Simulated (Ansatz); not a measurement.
Z-matrix (Å, degrees):
```
C
S 1 1.819
H 1 1.089 2 110.3
H 1 1.090 2 106.9 3 118.9
H 1 1.090 2 111.0 3 -122.3
Ti 2 2.247 1 99.4 3 67.6
Cl 6 2.199 2 108.0 1 -58.1
O 6 1.742 2 104.9 1 -179.0
Cl 6 2.200 2 108.4 1 60.0
H 8 0.956 6 159.6 2 175.6
```

Charge 0, multiplicity 1.

Q: List the PBE/def2-TZVPP orbital energies in eV (Ansatz 0.2.0). (Best estimate.)

A: Computed: Occupied: -4837.12, -2738.77, -2738.75, -2395.88, -531.52, -511.36, -444.10, -444.04, -444.02, -270.00, -249.36, -249.34, -208.84, -189.97, -189.95, -189.92, -189.92, -189.91, -189.90, -154.98, -154.84, -154.82, -61.90, -39.24, -38.89, -38.82, -25.06, -19.88, -19.73, -19.41, -15.62, -13.31, -10.94, -10.82, -9.66, -9.33, -9.07, -9.01, -8.77, -8.40, -8.07, -8.01, -7.63, -7.14, -6.31. Lowest empty: -3.62, -3.36, -2.73, -2.57, -2.55, -0.61, -0.10, 0.75.
